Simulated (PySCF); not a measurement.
Species: C5H13NSi.
Numbering: `[CH3:1][CH2:2][N:3]1[CH2:4][CH2:5][CH2:6][SiH2:7]1` (hydrogens: H8, H9, H10 on C1; H11, H12 on C2; H13, H14 on C4; H15, H16 on C5; H17, H18 on C6; H19, H20 on Si7)

Geometry (GFN2-xTB, Å), atoms numbered from 1 in this order:
```
atom  x, y, z in Å
C1     2.578   -0.088   -0.097
C2     1.446    0.351   -1.027
N3     0.135    0.127   -0.487
C4    -0.303    0.996    0.586
C5    -1.809    0.795    0.726
C6    -2.088   -0.704    0.617
Si7   -0.792   -1.308   -0.633
H8     2.554    0.482    0.829
H9     2.470   -1.144    0.142
H10    3.540    0.069   -0.576
H11    1.513   -0.206   -1.964
H12    1.561    1.419   -1.255
H13   -0.062    2.036    0.336
H14    0.199    0.753    1.533
H15   -2.173    1.218    1.664
H16   -2.307    1.310   -0.097
H17   -3.117   -0.890    0.323
H18   -1.942   -1.185    1.584
H19   -0.156   -2.560   -0.189
H20   -1.252   -1.458   -2.018
```

PySCF, density fitting, gas phase, GFN2-xTB geometry. The standard run uses grid level 2 after a coarse-grid start, the def2-universal JK fitting basis (with tight functions added where the orbital basis needs them), an energy threshold of 1e-9 Eh and DIIS. Cycle counts include a coarse-grid stage where the run had one.

Task: Standard PBE0/pcSseg-1: E = -542.143937 Eh, HOMO -6.107 eV, LUMO 0.838 eV, dipole 0.703 D, 12 cycles (coarse-grid cycles included). What changes at PBE0/pcSseg-1 with: grid level 4?

Result: E = -542.143944 Eh (-0.007 mEh), HOMO -6.107 eV (0.000), LUMO 0.838 eV (0.000), dipole 0.703 D (0.000), 12 SCF cycles. The result matches the standard run within 0.02 mEh and 0.003 eV.

The cycles:
```
cycle   1  E = -542.0459631484  dE =  7.135e-01  |g| = 4.710e-01  |ddm| = 3.873e+00
cycle   2  E = -542.0129170204  dE =  3.305e-02  |g| = 6.057e-01  |ddm| = 1.123e+00
cycle   3  E = -542.1025746224  dE = -8.966e-02  |g| = 7.365e-02  |ddm| = 7.150e-01
cycle   4  E = -542.1034857956  dE = -9.112e-04  |g| = 3.282e-02  |ddm| = 9.327e-02
cycle   5  E = -542.1037181657  dE = -2.324e-04  |g| = 6.024e-03  |ddm| = 3.298e-02
cycle   6  E = -542.1037252424  dE = -7.077e-06  |g| = 1.935e-03  |ddm| = 7.397e-03
cycle   7  E = -542.1439204476  dE = -3.843e-05  |g| = 9.421e-03  |ddm| = 2.892e-02
cycle   8  E = -542.1439057365  dE =  1.471e-05  |g| = 1.214e-02  |ddm| = 2.060e-02
cycle   9  E = -542.1439434713  dE = -3.773e-05  |g| = 9.806e-04  |ddm| = 1.235e-02
cycle  10  E = -542.1439436547  dE = -1.834e-07  |g| = 2.828e-04  |ddm| = 1.041e-03
cycle  11  E = -542.1439436700  dE = -1.531e-08  |g| = 6.133e-05  |ddm| = 2.802e-04
cycle  12  E = -542.1439436707  dE = -7.331e-10  |g| = 2.494e-05  |ddm| = 8.567e-05
```
